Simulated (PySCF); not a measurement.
**Computed properties of 2,5-dihydro-1H-silol-1-amine (C₄H₉NSi), SMILES N[SiH]1CC=CC1**

2,5-dihydro-1H-silol-1-amine (C4H9NSi), SMILES C1[SiH](CC=C1)N. Geometry: PBE0-D3(BJ)/def2-SVP. One conformer was computed; it need not be the lowest. All values are computed for the isolated molecule unless a solvent is named; none is compared with measurement here.

**Structure.** All 39 harmonic modes at PBE0-D3(BJ)/def2-SVP (PySCF) are real, so it is a minimum. With heavy atoms numbered as in [NH2:1][SiH:2]1[CH2:3][CH:4]=[CH:5][CH2:6]1, the shortest bond between them is C4–C5 at 1.343 Å and the longest Si2–C6 at 1.906 Å.

**Vibrations.** The strongest infrared lines (harmonic, unscaled, degenerate partners summed) lie at 404 cm⁻¹ (194 km/mol, H 72 %, N 26 %), 2226 cm⁻¹ (159 km/mol, H 97 %), 921 cm⁻¹ (107 km/mol, H 69 %, C 12 %, Si 12 %). The softest mode is at 55 cm⁻¹ and the zero-point energy is 77.0 kcal/mol.

**Electronic structure.** HF/def2-TZVP (PySCF) places the frontier levels at -9.29 and 3.50 eV, a gap of 12.79 eV, and gives a dipole moment of 1.09 D and a mean polarisability of 72.2 bohr³. PBE/def2-TZVP (PySCF) at the same geometry gives -5.68 and -0.46 eV, so its gap is 7.57 eV narrower. An orbital gap is neither the optical nor the fundamental gap.

**Excitations.** TDDFT-CAM-B3LYP/def2-SVPD (PySCF) has S1 at 6.42 eV (193 nm, f = 0.023, weak); the most intense of the 10 singlets computed lies at 7.07 eV (f = 0.21). T1 (TDA) is at 4.27 eV. TDDFT-PBE/def2-SVPD (PySCF) puts S1 at 5.26 eV. No vertical singlet excitation falls in the visible range (under 3.1 eV).

**NMR.** GIAO shifts at PBE0/pcSseg-1 (PySCF) (non-relativistic, atoms alike by connectivity averaged): ¹³C from 22.7 to 142.3 ppm against TMS; ¹H from 0.4 to 6.4 ppm against TMS; ²⁹Si at 4.6 ppm against TMS.

**Solvation.** SMD-PBE0/def2-SVP (PySCF) gives -0.6 kcal/mol in water, -4.5 kcal/mol in 2-propanol, -4.2 kcal/mol in diethylether (1 M in both phases, gas-phase geometry); of these solvents 2-propanol holds the molecule best.
